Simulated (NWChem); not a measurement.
The numbers come from NWChem runs, not from measurements. System: HFGeS, charge 1, spin multiplicity 2, at the geometry of a parent with another charge or spin, in a state set for the comparison that need not be this species' ground state. Its SCF solution wasn't tested for a lower state. Level: UMP2/def2-TZVPP, 15 core orbitals frozen.

Part of the output:

```
             Northwest Computational Chemistry Package (NWChem) 7.3.0
             --------------------------------------------------------

                                NWChem Input Module
                                -------------------

 Scaling coordinates for geometry "geometry" by  1.889725989
 (inverse scale =  0.529177249)

 Turning off AUTOSYM since
 SYMMETRY directive was detected!

                             Geometry "geometry" -> ""
                             -------------------------

 Output coordinates in angstroms (scale by  1.889725989 to convert to a.u.)

  No.       Tag          Charge          X              Y              Z
 ---- ---------------- ---------- -------------- -------------- --------------
    1 Ge                  32.0000     0.06773100     0.68014600     0.00000000
    2 F                    9.0000    -1.68575200     0.39231300     0.00000000
    3 S                   16.0000     0.68724500    -1.50807400     0.00000000
    4 H                    1.0000     2.00846600    -1.16631800     0.00000000

 Effective nuclear repulsion energy (a.u.)     243.6794586761

            Nuclear Dipole moment (a.u.)
            ----------------------------
        X                 Y               Z
 ---------------- ---------------- ----------------
     0.0000188973    -0.0000245664     0.0000000000

      Symmetry information
      --------------------

 Group name             Cs
 Group number              2
 Group order               2
 No. of unique centers     4

      Symmetry unique atoms

     1    2    3    4


 Summary of "ao basis" -> "" (spherical)
 ------------------------------------------------------------------------------
       Tag                 Description            Shells   Functions and Types
 ---------------- ------------------------------  ------  ---------------------
 *                         def2-tzvpp                 on all atoms

 Summary of "ao basis" -> "ao basis" (spherical)
 ------------------------------------------------------------------------------
       Tag                 Description            Shells   Functions and Types
 ---------------- ------------------------------  ------  ---------------------
 Ge                        def2-tzvpp               16       48   6s5p4d1f
 F                         def2-tzvpp               11       31   5s3p2d1f
 S                         def2-tzvpp               14       42   5s5p3d1f
 H                         def2-tzvpp                6       14   3s2p1d
[...]
     2   0 2 0    -16.543108   -110.415056    -98.741379    192.613327
     2   0 1 1      0.000000      0.000000      0.000000      0.000000
     2   0 0 2    -22.852371    -11.858130    -10.994241      0.000000

                   NWChem MP2 Semi-direct Energy/Gradient Module
                   ---------------------------------------------

  Basis functions       =    135
  Molecular orbitals    =    135
  Frozen core           =     15
  Frozen virtuals       =      0
  Active alpha occupied =     14
  Active beta occupied  =     13
  Active alpha virtual  =    106
  Active beta virtual   =    107
  Use MO symmetry       = T
  Use skeleton AO sym   = T

  AO/Fock/Back tols     =   1.0D-09  1.0D-09  1.0D-09

 GA uses MA = F    GA memory limited = T

 Available:
  local mem=  1.26D+08
 global mem=  1.44D+08
 local disk=  0.00D+00
  mp2_memr nvloc                   106
  nvloc new                   106
   1 passes of  14:        5242880                     111349                  42954138.
   1 passes of  14: M    126140087           G      144142750           F     120897207.

 Semi-direct pass number   1 of   1  for UHF alpha       at        4.9s
  vrange nnbf                  8507
  mp2_eaftype                   163  avail_ma_in_mb                  1099
 EAF : mp2_eaftype filesize         163   21477069.
  mp2_eaf for mointskh                    163
Node 0 wrote    101.0 Mb in      0.0 s     Agg I/O rate:  7669.5 Mb/s
 Done moints_semi at       10.0s
  mp2_eaftype                   163  avail_ma_in_mb                   936
 EAF : mp2_eaftype filesize         163   21477069.
  mp2_eaf for kh                   163
 Done maket at       10.2s
 Done multipass loop at       10.2s

 GA uses MA = F    GA memory limited = T

 Available:
  local mem=  1.26D+08
 global mem=  1.44D+08
 local disk=  0.00D+00
  mp2_memr nvloc                   107
  nvloc new                   107
   1 passes of  13:        5242880                     106701                  40264225.
   1 passes of  13: M    126140087           G      144142750           F     120897207.

 Semi-direct pass number   1 of   1  for UHF beta        at       10.3s
  vrange nnbf                  8507
  mp2_eaftype                   153  avail_ma_in_mb                  1099
 EAF : mp2_eaftype filesize         153   20132112.
  mp2_eaf for mointskh                    153
Node 0 wrote     94.7 Mb in      0.0 s     Agg I/O rate:  7767.6 Mb/s
 Done moints_semi at       15.3s
  mp2_eaftype                   153  avail_ma_in_mb                   946
 EAF : mp2_eaftype filesize         153   20132112.
  mp2_eaf for kh                   153
 Done maket at       15.5s
 Done multipass loop at       15.5s

          -------------------------------------------
          SCF energy               -2572.705704564701
          Correlation energy          -0.623116592480
          Singlet pairs                0.000000000000
          Triplet pairs                0.000000000000
          Total MP2 energy         -2573.328821157180
          -------------------------------------------

          ---------------------------------------------------
                    Spin Component Scaled (SCS) MP2
          Same spin pairs                     -0.170301934071
          Same spin scaling factor             0.333333333333
          Opposite spin pairs                 -0.452814658409
          Opposite spin scaling fact.          1.200000000000
          SCS-MP2 correlation energy          -0.600144901447
          Total SCS-MP2 energy             -2573.305849466148
          ---------------------------------------------------

 -----------------------
 Performance information
 -----------------------

 Timer overhead =  1.18D-07 seconds/call

               Nr. of calls         CPU time (s)                 Wall time (s)                GFlops
             ---------------    -------------------     ------------------------------   -------------------
Name         Min   Avg   Max    Min     Avg     Max     Min     Avg     Max   Mx/calls   Min     Max     Sum
mp2: moin     2     2     2    10.     10.     10.      10.     10.     10.     5.1      0.0     0.0     0.0
mp2: make     2     2     2   0.39    0.39    0.39     0.39    0.39    0.39    0.20      0.0     0.0     0.0
mp2: tota     1     1     1    11.     11.     11.      11.     11.     11.     11.      0.0     0.0     0.0

 The average no. of pstat calls per process was 5.00D+00
 with a timing overhead of 5.92D-07s

 Task  times  cpu:       15.4s     wall:       15.4s

 Total times  cpu:       15.5s     wall:       15.5s
```

Task: Write an NWChem input that would produce this output.

Result: One answer among several that fit: 
```
start mol
memory heap 200 mb stack 900 mb global 1100 mb
charge 1
geometry units angstroms nocenter noautoz
  Ge     0.067731     0.680146     0.000000
  F     -1.685752     0.392313     0.000000
  S      0.687245    -1.508074     0.000000
  H      2.008466    -1.166318     0.000000
  symmetry group Cs
end
basis spherical
  * library def2-tzvpp
end
scf
  uhf
  nopen 1
  maxiter 100
  thresh 1e-7
  semidirect memsize 60000000 filesize 0
  # guess.movecs holds the orbitals of an unrestricted PBE0 run
  vectors input guess.movecs output mol.movecs
end
mp2
  freeze core 15
end
task mp2 energy
```
